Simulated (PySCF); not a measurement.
silicon monosulfide anion (SSi), SMILES S=[Si] (connectivity only; charge and spin as stated), charge -1, multiplicity 2.

Geometry: PBE0-D3(BJ)/def2-TZVPD. The spin state was assumed, not searched.

Two levels are set side by side: PBE/def2-TZVPD (PySCF) and B3LYP/def2-TZVPD (PySCF). Same geometry, gas phase. Differences are taken from unrounded values.

```csv
quantity,B3LYP
α-spin orbital gap (eV),1.44
β-spin orbital gap (eV),4.59
```

### Question
What does PBE give, and how far is it from B3LYP? (Estimate from the structure and the level; the computed values follow.)

### Answer

| quantity | PBE | PBE minus B3LYP |
|---|---|---|
| α-spin orbital gap (eV) | 0.17 | -1.27 |
| β-spin orbital gap (eV) | 3.28 | -1.32 |

Rough cost on one machine, each run with all the roots and properties that it gave: B3LYP against PBE within a factor of 2.
